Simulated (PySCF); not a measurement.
# How the method changes the constants of NaBi⁻

State: ⁴Σ⁻ (quartet), unpaired electrons σ ↑, π ↑↑. Set-up: basis Na def2-SVPD, Bi def2-SVPD with ECP60; scalar-relativistic core potentials; PySCF 2.14. De refers to Na + Bi⁻ in their high-spin ground configurations, without counterpoise correction. The functionals are run spin-unrestricted. A positive dipole points towards Bi; it is taken about the centre of mass and depends on that origin.

```tsv
Level	Re (Å)	ωe (cm⁻¹)	De (eV)	μ (D)
PBE	3.237	130	n/a	9.39
PW91	3.233	131	n/a	9.30
BP86	3.250	128	n/a	9.13
TPSS	3.263	127	n/a	9.88
r²SCAN	3.245	130	n/a	9.35
PBE0	3.210	136	n/a	9.23
CAM-B3LYP	3.180	140	n/a	8.77
```

The bond length runs from 3.180 Å (CAM-B3LYP) to 3.263 Å (TPSS).

Spin–orbit coupling is left out, which matters for elements this heavy, above all for dissociation energies. Counting both spins, an empty level lies below a filled one in some of these solutions, because spin and occupation are held. The highest Kohn–Sham level is positive in this anion. Much of that is self-interaction error, but it also means that the finite basis helps to hold the extra electron. The state was picked by a PBE0 search and need not be the measured ground state.

The whole job (state search and all levels along the bond) took about 2.6 min on 1 thread of Oxide Virtual Turin-like (shared host), peak memory 0.6 GiB.
